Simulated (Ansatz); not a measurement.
Gas-phase electronic energies from Ansatz, PBE0-D4/def2-TZVP geometries. CCSD(T)/CBS adds triple-zeta CCSD(T) − MP2 to the extrapolated MP2 energy (def2 sets, frozen cores). This one scheme is used for every species. Functionals use def2-TZVPP. For Br outer-core shells are correlated without core-valence functions, which leaves a few kJ/mol of doubt a bond. Scalar relativity is left out up to krypton. One conformer a species, not always the lowest.

`NBBr` + BH₃ → `BBBr` + NH₃  (formal exchange of groups at a B–N bond)

**Question.** Is it downhill or uphill in electronic energy at CCSD(T)/CBS, and by how much? (Best estimate.)

**Answer.** Ansatz gave: Uphill: ΔE = +1.43 eV.

**Question.** What do these levels give: PBE-D4, r2SCAN-D4, PBE0-D4, BHLYP-D4, CAM-B3LYP-D4, revPBE, BHLYP, LC-ωPBE, CCSD/def2-SVP, CCSD/def2-TZVPP, CCSD(T)/def2-TZVPP, SCS-MP2/def2-QZVPP? (Estimate.)

**Answer.** The calculation gave: PBE-D4 1.33, r2SCAN-D4 1.40, PBE0-D4 1.39, BHLYP-D4 1.51, CAM-B3LYP-D4 1.51, revPBE 1.30, BHLYP 1.51, LC-ωPBE 1.46, CCSD/def2-SVP 1.65, CCSD/def2-TZVPP 1.46, CCSD(T)/def2-TZVPP 1.46, SCS-MP2/def2-QZVPP 1.52 eV.

Largest T1 diagnostic among the species: 0.011.

From r2SCAN to r2SCAN0 (25 % exact exchange), in def2-TZVPP and without D4, ΔE moves by +0.04 eV. Leaving LDA and LC-ωPBE aside and taking each functional with its dispersion term where it has one, the values, not all of them listed here, spread over 0.18 eV, from revPBE-D4 to CAM-B3LYP-D4. LDA lies +0.08 eV from PBE without D4.
